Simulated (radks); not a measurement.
The numbers below are computed, except where a source is named.
Question: Orbital eigenvalues (eV) of neutral platinum, [Xe] 4f14 5d9 6s1, of relativity; Dirac values are averaged over j with weights 2j + 1. Spin-unpolarised spherical Kohn-Sham, PBE, point nucleus unless stated (finite: rms radius 5.427 fm), a radial shooting solver on a logarithmic mesh with Libxc functionals. A level marked "c x" has the speed of light scaled by that factor and shares open shells by 2j + 1; other Dirac levels either fill j = l - 1/2 first or share by 2j + 1.

shell       non-rel.
3s           -2757.2
3p           -2539.4
3d           -2133.2
4s           -575.50
4p           -482.12
4d           -310.75
4f           -82.215
5s           -80.048
5p           -51.037
5d           -7.2228
6s           -4.1043
6p (empty)  -0.86874

Give the values at the level "Dirac, c x 10".

Answer: 
shell       Dirac, c x 10  change of magnitude (%)
3s                -2761.1                    +0.14
3p                -2541.0                    +0.06
3d                -2133.1                    -0.01
4s                -576.46                    +0.17
4p                -482.48                    +0.07
4d                -310.71                    -0.01
4f                -82.094                    -0.15
5s                -80.217                    +0.21
5p                -51.084                    +0.09
5d                -7.2120                    -0.15
6s                -4.1150                    +0.26
6p (empty)       -0.86839                    -0.04
